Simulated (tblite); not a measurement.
C₇H₁₄N₂.
Atom-mapped SMILES: `[CH2:1]=[CH:2][N:3]([NH:4][CH2:5][CH3:6])[CH:7]1[CH2:8][CH2:9]1` (hydrogens: H10, H11 on C1; H12 on C2; H13 on N4; H14, H15 on C5; H16, H17, H18 on C6; H19 on C7; H20, H21 on C8; H22, H23 on C9)

Cartesian coordinates in Å at the GFN2-xTB level; atoms count from 1:
```
atom  x, y, z in Å
C1    -1.877    2.163    0.177
C2    -0.775    1.634   -0.347
N3    -0.442    0.296   -0.369
N4     0.883   -0.087   -0.650
C5     1.854    0.290    0.375
C6     3.244   -0.149   -0.056
C7    -1.160   -0.617    0.459
C8    -1.146   -2.061    0.068
C9    -2.396   -1.258   -0.109
H10   -2.610    1.572    0.694
H11   -2.080    3.213    0.074
H12   -0.065    2.260   -0.876
H13    1.152    0.316   -1.546
H14    1.565   -0.230    1.293
H15    1.846    1.373    0.581
H16    3.246   -1.215   -0.268
H17    3.964    0.056    0.733
H18    3.552    0.383   -0.953
H19   -1.164   -0.374    1.521
H20   -0.580   -2.321   -0.812
H21   -1.109   -2.801    0.853
H22   -2.679   -0.979   -1.111
H23   -3.229   -1.437    0.553
```

Calculated harmonic vibrations of the isolated species, GFN2-xTB (tblite), most abundant isotopes, no scaling. The method is semi-empirical: single wavenumbers can be off by several per cent or more. One conformer, not necessarily the lowest.

Harmonic wavenumbers (cm⁻¹): 46.9, 63.7, 87.4, 96.2, 177.9, 199.6, 219.6, 280.0, 297.8, 334.8, 444.8, 475.6, 589.4, 641.3, 763.7, 793.3, 793.6, 809.3, 845.6, 867.9, 936.8, 959.8, 985.5, 994.4, 1025.3, 1066.0, 1074.9, 1077.8, 1090.4, 1092.0, 1132.1, 1144.7, 1151.6, 1194.1, 1243.2, 1255.5, 1282.2, 1320.4, 1329.3, 1358.1, 1403.2, 1406.2, 1420.8, 1425.8, 1478.5, 1491.1, 1494.4, 1498.9, 1697.2, 2833.1, 2941.6, 2963.6, 3027.4, 3032.5, 3044.4, 3052.0, 3088.5, 3094.6, 3110.2, 3124.6, 3130.1, 3156.9, 3315.7.

A = 2205, B = 1166, C = 827.3 MHz; mass 126.116 u (most abundant isotopes); point group C1, symmetry number 1.

Zero-point energy?

½Σν̃ = 43887 cm⁻¹ = 125.48 kcal/mol.

What is S at 298.15 K and 1 bar for an ideal gas of classical rigid rotors and harmonic oscillators?

Translation 40.44, rotation 29.40, vibration 32.10: S = 101.9 cal/(mol K).

And Cp and H(298.15 K) − H(0)?

Cp = 40.88 cal/(mol K), of which vibrations give 32.94 (their classical limit is 63 R = 125.2); H(298.15 K) − H(0) = 7.32 kcal/mol without the zero-point energy, 4.95 from vibrations.

What must be added to the electronic energy to get the Gibbs energy at 298.15 K and 1 bar?

ZPE + [H(298.15 K) − H(0)] − T·S = 125.48 + 7.32 − 30.39 = 102.41 kcal/mol.

Which modes carry the vibrational entropy at 298.15 K?

46.9 cm⁻¹: 4.94; 63.7 cm⁻¹: 4.34; 87.4 cm⁻¹: 3.72; 96.2 cm⁻¹: 3.53; 177.9 cm⁻¹: 2.35; 199.6 cm⁻¹: 2.14 cal/(mol K); the other 57 give 11.08 together.

How do the functions run with temperature in this model?

| T (K) | S (cal/(mol K)) | Cp (cal/(mol K)) | H − H(0) (kcal/mol) | G − H(0) (kcal/mol) | ln q(vib) |
| --- | --- | --- | --- | --- | --- |
| 50 | 59.5 | 14.2 | 0.53 | -2.45 | 0.64 |
| 100 | 71.2 | 20.1 | 1.39 | -5.73 | 2.07 |
| 373.15 | 112.1 | 50.1 | 10.73 | -31.10 | 9.90 |
| 500 | 128.8 | 64.2 | 18.01 | -46.39 | 13.48 |
| 750 | 158.9 | 84.0 | 36.72 | -82.44 | 20.48 |
| 1000 | 184.9 | 97.0 | 59.45 | -125.49 | 27.16 |

q(vib) and H(0) count from the zero-point level.

Blend soft modes into free rotors: weight 1/[1 + (100 cm⁻¹/ν̃)⁴] for the oscillator and the rest for a rotor with moment μB/(μ + B), μ = h/(8π²ν), B = 10⁻⁴⁴ kg m². What vibrational entropy results?

29.15 cal/(mol K) in place of 32.10, which changes −T·S at 298.15 K by +0.88 kcal/mol.

Hindered rotation and anharmonicity are outside this model. Other conformers, if any are populated, would add a mixing term that is left out. The structure is chiral; the term R ln 2 for an equal mix with its mirror image is left out.
